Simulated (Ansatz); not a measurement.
Consider the formal exchange of groups at a C–S bond: `O/C([SiH3])=C(\O)S` + BH₃ → `B/C(O)=C(/O)[SiH3]` + H₂S.

Isolated molecules relaxed with PBE0-D4/def2-TZVP in Ansatz; ΔE leaves out vibrations. CCSD(T)/CBS is the MP2 limit (def2-TZVPP, def2-QZVPP) plus CCSD(T) − MP2 in def2-TZVPP, frozen cores. This one scheme is used for every species. Double bonds are as drawn, so ΔE can hold a change between cis and trans. Functionals use def2-TZVPP. B3LYP here is the variant with VWN-RPA as its local correlation; programs differ in this. One conformer a species, not always the lowest.

Q: Is it downhill or uphill in electronic energy at CCSD(T)/CBS, and by how much? (Estimate.)

A: Computed: Downhill: ΔE = -88.9 kJ/mol.

Q: What do these levels give: r2SCAN-D4, ωB97M-V, B3LYP, MP2/def2-TZVPP, CCSD/def2-TZVPP, HF/def2-QZVPP? (Best estimate.)

A: The calculation gave: r2SCAN-D4 -96.3, ωB97M-V -89.2, B3LYP -95.7, MP2/def2-TZVPP -84.6, CCSD/def2-TZVPP -89.3, HF/def2-QZVPP -84.0 kJ/mol.

Largest T1 diagnostic among the species: 0.015.

From PBE to PBE0 (25 % exact exchange), in def2-TZVPP and without D4, ΔE moves by +4.8 kJ/mol. The D4 term adds +4.3 kJ/mol with B3LYP and +2.2 kJ/mol with PBE0; it sums over pairs of atoms, weighted by their polarisabilities, and B3LYP, whose exchange is more repulsive, gets the larger term.
